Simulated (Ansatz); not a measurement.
Relaxation of FGeH7OSi (11 atoms, charge 0, multiplicity 1), to a largest force component of 0.03 eV/Å in at most 50 steps.

These are results of RKS PBE/def2-SVP (Ansatz 0.2.0), not measurements.

```xyz
11
Properties=species:S:1:pos:R:3
Ge 0.471 0.104 -0.107
F 0.220 -0.122 1.589
H 2.018 0.083 -0.262
H -0.118 1.473 -0.512
H -0.163 -1.106 -0.840
O -2.383 0.120 0.727
Si -3.535 -0.977 0.159
H -2.937 -2.337 -0.106
H -4.683 -1.146 1.125
H -4.044 -0.385 -1.123
H -1.895 -0.140 1.549
```

**Question.** Where does it end, and by what steps?

**Answer.** It converged. The force dipped under the threshold on the way, but the program's further checks kept it going. After 13 steps the energy has fallen by 0.103 eV; H10 moved furthest, 0.65 Å.

| step | energy less start (eV) | largest force component (eV/Å) | accepted |
| --- | --- | --- | --- |
| 0 | 0.0000 | 1.394 | yes |
| 1 | -0.0467 | 0.702 | yes |
| 2 | -0.0774 | 0.350 | yes |
| 3 | -0.0891 | 0.165 | yes |
| 4 | -0.0885 | 0.236 | no |
| 5 | -0.0946 | 0.096 | yes |
| 6 | -0.0980 | 0.073 | yes |
| 7 | -0.0999 | 0.077 | yes |
| 8 | -0.1008 | 0.050 | yes |
| 9 | -0.1015 | 0.029 | yes |
| 10 | -0.1020 | 0.031 | yes |
| 11 | -0.1024 | 0.043 | yes |
| 12 | -0.1027 | 0.040 | yes |
| 13 | -0.1030 | 0.027 | yes |

```xyz
11
Properties=species:S:1:pos:R:3
Ge 0.635 0.110 -0.092
F -0.131 -0.170 1.505
H 2.148 -0.044 0.195
H 0.251 1.544 -0.514
H 0.096 -0.993 -1.031
O -2.549 0.237 0.441
Si -3.646 -1.015 0.213
H -2.983 -2.289 -0.258
H -4.417 -1.341 1.471
H -4.606 -0.548 -0.843
H -1.847 0.077 1.113
```

Whether the end is a true minimum wasn't checked by a vibrational analysis.

The run took 32 s on 2 threads of Arm Neoverse V1 (shared host), peak memory 0.15 GiB.
